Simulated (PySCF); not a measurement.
Computed spin Hamiltonian

Compound: C₃H₉NO₂Si₂ (charge +1 and doublet state).
Numbering: `[NH2:1][C:2](=[O+:3])[Si@H:4]1[CH2:5][CH2:6][SiH2:7][O:8]1` (hydrogens: H9, H10 on N1; H11 on Si4; H12, H13 on C5; H14, H15 on C6; H16, H17 on Si7)

Geometry (GFN2-xTB, Å), atoms numbered from 1 in this order:
```
atom  x, y, z in Å
N1     2.5836   -0.3721   -1.0545
C2     2.0724    0.7885   -0.7316
O3     2.3336    1.9059   -1.0415
Si4    0.5593    0.6150    0.6262
C5    -1.0293    1.1274   -0.3154
C6    -2.0724    0.0529   -0.0093
Si7   -1.2107   -1.6131    0.4706
O8     0.3371   -0.9775    0.7211
H9     3.3798   -0.4207   -1.6836
H10    2.2328   -1.2285   -0.6529
H11    1.0560    1.1688    1.8694
H12   -0.8465    1.1917   -1.3904
H13   -1.3690    2.1128    0.0024
H14   -2.6818    0.3688    0.8380
H15   -2.7434   -0.0753   -0.8566
H16   -1.6038   -2.0804    1.7859
H17   -1.0048   -2.5522   -0.6212
```

The hyperfine couplings belong to this conformer and change with its torsions.

Method used: UKS B3LYP, pcH-1 on C H N O Si, non-relativistic, mean-field spin-orbit, GIAO (PySCF 2.14.0). One conformer (not necessarily the lowest) at the GFN2-xTB geometry, without solvent, vibrations or thermal averaging. Couplings are sensitive to structure, and on GFN2-xTB geometries they can be far from those on DFT ones, by a factor of two or more for some ions and for spin on atoms past the first row. The SCF solution wasn't tested for stability.

```json
{
  "g1, g2, g3": "2.00151, 2.00508, 2.00677",
  "g_iso": "2.00445",
  "Form of g": "rhombic: the two nearest values differ by 32 % of g3 − g1",
  "⟨S²⟩": "0.7542 (exact 0.7500)",
  "HOMO–LUMO gap, α and β orbitals": "6.59, 2.12 eV",
  "Total energy": "-903.75905 Eh"
}
```

Isotropic coupling and dipolar principal values T1 to T3, in 10⁻⁴ cm⁻¹; ρ(0) is the spin density at the nucleus (1 × 10⁻⁴ cm⁻¹ = 2.998 MHz):

| atom | isotope | a_iso | of which spin–orbit | T1 | T2 | T3 | Mulliken spin population | ρ(0) (bohr⁻³) |
| --- | --- | --- | --- | --- | --- | --- | --- | --- |
| N1 | 14N | 12.8 | 0.0 | -1.8 | -1.0 | 2.8 | 0.02 | 0.1192 |
| C2 | 13C | 20.3 | 0.0 | -7.4 | -4.2 | 11.6 | 0.16 | 0.0541 |
| O3 | 17O | -12.0 | -0.1 | -56.7 | 26.9 | 29.8 | 0.53 | 0.0588 |
| Si4 | 29Si | 7.9 | 0.0 | -15.6 | 7.5 | 8.1 | 0.12 | -0.0268 |
| C5 | 13C | 2.1 | 0.0 | -1.5 | -1.4 | 2.9 | 0.03 | 0.0055 |
| C6 | 13C | 1.0 | 0.0 | -0.5 | -0.4 | 1.0 | 0.01 | 0.0026 |
| Si7 | 29Si | -2.0 | 0.0 | -1.5 | 0.7 | 0.8 | 0.00 | 0.0068 |
| O8 | 17O | -3.1 | -0.1 | -6.7 | 3.3 | 3.4 | 0.05 | 0.0149 |
| H9 | 1H | 13.9 | 0.0 | -2.2 | 0.0 | 2.2 | 0.03 | 0.0093 |
| H10 | 1H | -2.3 | 0.0 | -2.4 | -0.7 | 3.0 | -0.01 | -0.0016 |
| H11 | 1H | 13.5 | 0.0 | -1.2 | -0.3 | 1.5 | 0.02 | 0.0091 |
| H12 | 1H | -0.8 | 0.0 | -1.1 | -0.1 | 1.3 | 0.00 | -0.0005 |
| H13 | 1H | 7.9 | 0.0 | -0.9 | 0.0 | 0.9 | 0.01 | 0.0053 |
| H14 | 1H | 1.1 | 0.0 | -0.4 | -0.2 | 0.5 | 0.00 | 0.0008 |
| H15 | 1H | 3.1 | 0.0 | -0.4 | -0.1 | 0.5 | 0.00 | 0.0021 |
| H16 | 1H | 9.2 | 0.0 | -0.3 | -0.1 | 0.4 | 0.01 | 0.0061 |
| H17 | 1H | -0.5 | 0.0 | -0.3 | -0.2 | 0.5 | 0.00 | -0.0004 |

The Mulliken spin populations are largest on O3 (+0.53), C2 (+0.16) and Si4 (+0.12).

O3, the radical centre as drawn in `NC(=[O+])[Si@H]1CC[SiH2]O1`, holds a spin population of +0.53 out of 1.

Under fast tumbling the dipolar parts average out, and these isotropic splittings remain (the largest six): 1 × 1H (H9, I = 1/2, 2 lines) with 1.48 mT, 1 × 1H (H11, I = 1/2, 2 lines) with 1.44 mT, 1 × 14N (N1, I = 1, 3 lines) with 1.37 mT, 1 × 1H (H16, I = 1/2, 2 lines) with 0.98 mT, 1 × 1H (H13, I = 1/2, 2 lines) with 0.84 mT and 1 × 1H (H15, I = 1/2, 2 lines) with 0.34 mT.

H9 and H10 aren't averaged: N1 is flat or nearly so (angle sum 360°), and its turn about the short N1–C2 bond (1.31 Å) is taken as slow.

The 13C coupling of C2 (60.7 MHz) shows only in satellite lines or after enrichment, since that isotope makes up about 1.07 % of natural carbon.

The 17O coupling of O3 (-35.9 MHz) shows only in satellite lines or after enrichment, since that isotope makes up about 0.038 % of natural oxygen.

Examples of negative spin density at the nucleus (bohr⁻³): Si4 (-0.0268) and H10 (-0.0016).

The run took 2.7 min (with the writing of density and orbital grids) on Arm Neoverse V2, one thread, shared host with 96 logical CPUs at a one-minute load of 82, and the process peaked at 1.1 GiB of memory.
